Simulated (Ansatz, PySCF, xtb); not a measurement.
Complex: CH3F (SMILES CF) (first 5 atoms) with C2H6 (SMILES CC); geometry from B3LYP-D3(BJ)/def2-TZVP, rigid monomers moved along the line of their centres of mass till F2···H12 is 2.50 Å.
(charge 0, multiplicity 1):
```csv
atom,x (Å),y (Å),z (Å)
C,-0.5235,0.4905,0.5044
F,-0.4228,-0.8457,0.8749
H,0.2810,1.0489,0.9841
H,-0.4358,0.5598,-0.5804
H,-1.4908,0.8732,0.8307
C,-0.6736,0.3004,3.8523
C,0.7413,-0.2706,3.8345
H,-1.0484,0.4055,4.8725
H,-1.3629,-0.3463,3.3073
H,-0.7096,1.2887,3.3882
H,1.4430,0.3855,4.3539
H,1.0984,-0.4065,2.8126
H,0.7784,-1.2463,4.3230
```

Counterpoise-corrected where a basis set is named; no monomer relaxation. Rows marked so take none.

Rows in 6-31G* carry no dispersion term and start afresh at each structure (6-31G* with six Cartesian d functions).

The values were computed with Ansatz (Gaussian orbitals); PySCF for 6-31G* rows; xtb for the GFN methods. Values without a source in brackets are computed.

Problem. Estimate the interaction energy that GFN1-xTB returns for this input.

Solution. -0.3 kcal/mol

Problem. Estimate the interaction energy that B3LYP/def2-TZVPPD returns for this input.

Solution. 1.4 kcal/mol

Problem. What is the computed interaction energy (B3LYP/6-31G* (no counterpoise))?

Solution. -1.0 kcal/mol

Ansatz is a quantum-chemistry and plane-wave program.
